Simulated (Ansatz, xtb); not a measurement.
Species: sum formula MoO2F (charge 0, doublet). The spin state was set by rule; other spins were not relaxed. 
Coordinates optimised at B3LYP-D3(BJ)/def2-TZVP (Ansatz, a program for electronic structure):
SMILES: [O]=[Mo](=[O])[F]
```xyz
4

Mo     0.0212    -0.0412    -0.1252
O     -1.3401    -1.0131     0.0890
O     -0.4295     1.5162    -0.5888
F      1.4741    -0.2550     1.0287
```
Charge 0, spin multiplicity 2.

Harmonic wavenumbers from GFN2-xTB (xtb, at its own minimum), cm⁻¹: 139, 207, 258, 574, 919, 968.

**Question.** Give the harmonic wavenumbers at B3LYP-D3(BJ)/def2-TZVP (Ansatz, finite differences of forces, unscaled).

**Answer.** 142, 215, 340, 684, 1002, 1042 cm⁻¹. Zero-point energy 4.9 kcal/mol.

**Question.** From these and the geometry, give the ideal-gas thermochemistry at 298.15 K and 1 atm (rigid rotor, harmonic oscillator).

**Answer.** Point group Cs, rotational symmetry number 1. Rotational constants 7.719, 5.412, 3.35 GHz. S(trans) 40.87, S(rot) 25.24, S(vib) 6.49, S(elec, spin only) 1.38, S 74.0 cal/(mol K). H(298) - H(0) 3.47 kcal/mol; G - E(el) -13.7 kcal/mol.
